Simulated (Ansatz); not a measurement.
Geometry optimisation, Ansatz, RKS BHLYP-D4/def2-SVP.

The input (input.yaml):

```yaml
crystal:
  periodic: [false, false, false]
  atoms:
    - { symbol: B, position_ang: [-1.4845, 0.45551, -0.63417] }
    - { symbol: Se, position_ang: [-0.66367, -0.59818, 0.64896] }
    - { symbol: S, position_ang: [1.60157, -0.23264, 0.16966] }
    - { symbol: H, position_ang: [-2.64889, 0.47445, -0.60807] }
    - { symbol: H, position_ang: [-0.87955, 1.06749, -1.41605] }
    - { symbol: H, position_ang: [1.99288, 0.29023, 1.35491] }
    - { symbol: H, position_ang: [2.08216, -1.45686, 0.48475] }
total_charge: 1
basis:
  gaussian: { orbitals: def2-SVP }
hamiltonian:
  xc: { name: BHLYP }
  dispersion: d4
relax:
  f_tol: 0.02
  max_steps: 50
output:
  orbitals: {}
```

Launched with:

```bash
$ ansatz run input.yaml --threads 2 --pin off --max-ram 3072MiB --backend cpu --events-out ev --progress --plain --runs-dir out
```

Question: Where does it end, and by what steps?

Answer: The run converged. Limits of this set-up: the dipole of an ion depends on the origin. After 11 steps the energy has fallen by 0.099 eV; H7 moved furthest, 0.19 Å.

| step | energy less start (eV) | largest force component (eV/Å) | accepted |
| --- | --- | --- | --- |
| 0 | 0.0000 | 1.018 | yes |
| 1 | -0.0279 | 0.695 | yes |
| 2 | -0.0858 | 0.346 | yes |
| 3 | -0.0934 | 0.142 | yes |
| 4 | -0.0892 | 0.375 | no |
| 5 | -0.0966 | 0.045 | yes |
| 6 | -0.0938 | 0.078 | no |
| 7 | -0.0980 | 0.036 | yes |
| 8 | -0.0984 | 0.061 | yes |
| 9 | -0.0981 | 0.086 | no |
| 10 | -0.0989 | 0.029 | yes |
| 11 | -0.0990 | 0.009 | yes |

```xyz
7
Properties=species:S:1:pos:R:3
B -1.459 0.455 -0.661
Se -0.660 -0.537 0.777
S 1.537 -0.160 0.222
H -2.647 0.416 -0.604
H -0.801 1.016 -1.474
H 2.015 0.230 1.424
H 2.016 -1.420 0.315
```

The run took 21 s on 2 threads of Arm Neoverse V2, with other jobs on the host, peak memory 0.17 GiB.
